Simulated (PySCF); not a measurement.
**Steps of a relaxation of Hf(NH2)4**

Hf(NH2)4 (singlet; a saddle point, relaxed within its symmetry). PySCF 2.14.0, RKS BP86, Hf def2-SVP with ECP60, N def2-SVP, H def2-SVP; non-relativistic Hamiltonian with scalar-relativistic core potentials where named; density fitting; no spin-orbit coupling. Origin of the start: template. Columns: position (Å) and force (eV/Å). Energies are counted from the last step; some of the 9 steps are shown. Forces carry noise of the integration grid, about 0.01 to 0.03 eV/Å.

Run from Python with OMP_NUM_THREADS=2. Where DIIS fails, smearing, a level shift and second-order steps follow.
It took 56 s on 2 threads of Arm Neoverse V1, with other jobs on the host, from the converged density of the start.

```xyz
13
step 0  E = 0.250 eV
Hf    0.0000    0.0000    0.0000     0.00    0.00    0.00
N     1.1639    1.1639    1.1639    -0.02    0.47    0.47
H     1.5046    0.9177    2.0915     0.25    0.00    0.33
H     1.5046    2.0915    0.9177     0.25    0.33    0.00
N    -1.1639   -1.1639    1.1639     0.02   -0.47    0.47
H    -1.5046   -0.9177    2.0915    -0.25    0.00    0.33
H    -1.5046   -2.0915    0.9177    -0.25   -0.33    0.00
N     1.1639   -1.1639   -1.1639    -0.02   -0.47   -0.47
H     1.5046   -2.0915   -0.9177     0.25   -0.33    0.00
H     1.5046   -0.9177   -2.0915     0.25    0.00   -0.33
N    -1.1639    1.1639   -1.1639     0.02    0.47   -0.47
H    -1.5046    2.0915   -0.9177    -0.25    0.33    0.00
H    -1.5046    0.9177   -2.0915    -0.25    0.00   -0.33
```

```xyz
13
step 3  E = 0.014 eV
Hf    0.0000    0.0000    0.0000     0.00    0.00    0.00
N     1.1153    1.2346    1.2346    -0.20   -0.10   -0.10
H     1.5650    0.9411    2.1092     0.03   -0.02    0.09
H     1.5650    2.1092    0.9411     0.03    0.09   -0.02
N    -1.1153   -1.2346    1.2346     0.20    0.10   -0.10
H    -1.5650   -0.9411    2.1092    -0.03    0.02    0.09
H    -1.5650   -2.1092    0.9411    -0.03   -0.09   -0.02
N     1.1153   -1.2346   -1.2346    -0.20    0.10    0.10
H     1.5650   -2.1092   -0.9411     0.03   -0.09    0.02
H     1.5650   -0.9411   -2.1092     0.03    0.02   -0.09
N    -1.1153    1.2346   -1.2346     0.20   -0.10    0.10
H    -1.5650    2.1092   -0.9411    -0.03    0.09    0.02
H    -1.5650    0.9411   -2.1092    -0.03   -0.02   -0.09
```

```xyz
13
step 5  E = 0.004 eV
Hf    0.0000    0.0000    0.0000     0.00    0.00    0.00
N     1.0813    1.2451    1.2451     0.04    0.03    0.03
H     1.5325    0.9540    2.1237    -0.03    0.01   -0.02
H     1.5325    2.1237    0.9540    -0.03   -0.02    0.01
N    -1.0813   -1.2451    1.2451    -0.04   -0.03    0.03
H    -1.5325   -0.9540    2.1237     0.03   -0.01   -0.02
H    -1.5325   -2.1237    0.9540     0.03    0.02    0.01
N     1.0813   -1.2451   -1.2451     0.04   -0.03   -0.03
H     1.5325   -2.1237   -0.9540    -0.03    0.02   -0.01
H     1.5325   -0.9540   -2.1237    -0.03   -0.01    0.02
N    -1.0813    1.2451   -1.2451    -0.04    0.03   -0.03
H    -1.5325    2.1237   -0.9540     0.03   -0.02   -0.01
H    -1.5325    0.9540   -2.1237     0.03    0.01    0.02
```

Where does the relaxation end?

It converges at step 8 in D2d:
```xyz
13
step 8  E = 0
Hf    0.0000    0.0000    0.0000
N     1.0585    1.2556    1.2556
H     1.4910    0.9766    2.1461
H     1.4910    2.1461    0.9766
N    -1.0585   -1.2556    1.2556
H    -1.4910   -0.9766    2.1461
H    -1.4910   -2.1461    0.9766
N     1.0585   -1.2556   -1.2556
H     1.4910   -2.1461   -0.9766
H     1.4910   -0.9766   -2.1461
N    -1.0585    1.2556   -1.2556
H    -1.4910    2.1461   -0.9766
H    -1.4910    0.9766   -2.1461
```

How did the contacts change?


```
      contact  start (Å)  end (Å)
 Hf1–N2 (NH2)      2.016    2.067
 Hf1–N5 (NH2)      2.016    2.067
 Hf1–N8 (NH2)      2.016    2.067
Hf1–N11 (NH2)      2.016    2.067
```
